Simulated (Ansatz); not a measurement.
Ansatz (an electronic-structure program) input (PBE0/def2-SVP):

Ansatz 0.2 input:
```yaml
crystal:
  periodic: [false, false, false]
  atoms:
    - {symbol: B, position_ang: [-0.01069859, -0.00058005, -0.00039487]}
    - {symbol: F, position_ang: [0.52321272, 1.21310433, 0.03139084]}
    - {symbol: F, position_ang: [0.66500112, -0.96480943, -0.61096262]}
    - {symbol: N, position_ang: [-1.21669470, -0.28829682, 0.70891253]}
    - {symbol: H, position_ang: [-2.12356873, -0.21367615, 0.25573275]}
basis:
  gaussian:
    orbitals: def2-SVP
hamiltonian:
  xc: {name: PBE0}
magnetization: {spin_polarized: true, initial_magnetization: 1}
```

End of the output:

```
integrals: 0.02 GiB planned
591 factors; integrals over basis functions are off by at most 8.3e-4 eV
mean field: 0.23 GiB planned
mean field evaluation 1: about -7601.7051 eV, gradient 2.8e1 eV
mean field evaluation 2: about -7600.9878 eV, gradient 3.2e1 eV
mean field evaluation 4: about -7604.4939 eV, gradient 8.0e-1 eV
mean field evaluation 8: about -7604.6374 eV, gradient 7.7e-2 eV
mean field evaluation 16: about -7604.6375 eV, gradient 6.1e-5 eV
mean field -7604.63745246 eV, -279.4652717695 hartree, gradient 5.7e-5 eV, S^2 0.753617; 1 other end points of the search recorded, 0 dependent functions left out
reference -7604.63747102 eV, -279.4652724515 hartree; 16, 15 occupied and 45, 46 virtual orbitals, 591 factors
Total energy: -7604.63747102 eV, -279.4652724515 hartree
```

It need not be the lowest isomer of its formula.
